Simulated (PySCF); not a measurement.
3-fluoropenta-1,2,4-triene (C₅H₅F), SMILES C=C=C(F)C=C. Coordinates come from a PBE-D3(BJ)/def2-SVP optimisation. One conformer was computed; it need not be the lowest.

Computed equilibrium geometry at PBE-D3(BJ)/def2-SVP (PySCF confirms it by a frequency run) as Cartesian coordinates in Å, and its point group (one conformer of several):
point group Cs.
```xyz
11

C     -0.4100    -2.6107     0.0000
C     -0.0980    -1.3342     0.0000
C      0.1835    -0.0323     0.0000
F      1.4808     0.3730     0.0000
C     -0.8044     1.0396     0.0000
C     -0.4845     2.3518     0.0000
H     -0.5460    -3.1772    -0.9405
H     -0.5460    -3.1772     0.9405
H     -1.8553     0.7091     0.0000
H      0.5661     2.6781     0.0000
H     -1.2662     3.1251     0.0000
```
